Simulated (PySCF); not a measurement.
A GIAO shielding run with PySCF (density fitting, non-relativistic, gas phase) on `O=C(O)[C@@H]1[SiH2]O[SiH2][C@H]1F`, C₃H₇FO₃Si₂:

```
$ OMP_NUM_THREADS=1 python probes_run.py task.json out

{"job": {"kind": "nmr", "xc": "PBE0", "basis": "pcSseg-1"}, "charge": 0, "multiplicity": 1}
O      1.379755     1.448280     0.277261
C      1.500050     0.245693     0.334041
O      2.692818    -0.354930     0.199118
C      0.373827    -0.690790     0.481686
Si    -0.209083    -1.034540    -1.335179
O     -1.110902     0.308358    -1.498812
Si    -1.546489     1.213636    -0.186202
C     -0.783849     0.048300     1.145363
F     -1.753048    -0.882431     1.510350
H      3.383118     0.311155     0.052717
H      0.674309    -1.585356     1.023892
H     -1.040323    -2.228512    -1.360475
H      0.863499    -0.956950    -2.313125
H     -2.998308     1.113776    -0.116438
H     -0.965007     2.532931    -0.305895
H     -0.467969     0.520323     2.080289
```

Hardware: 1 thread of an Arm Neoverse V1, shared host. The job also computes population analyses, field gradients, ring-centre shieldings.

Q: How large is the calculation?

A: 86 electrons, 202 basis functions and 1097 auxiliary functions.

Q: How long does it take, and how much memory does it need?

A: 52 s of wall time, with 14 SCF cycles and 5 response iterations; peak memory 0.9 GiB. Times on a shared host scatter by some tens of per cent.
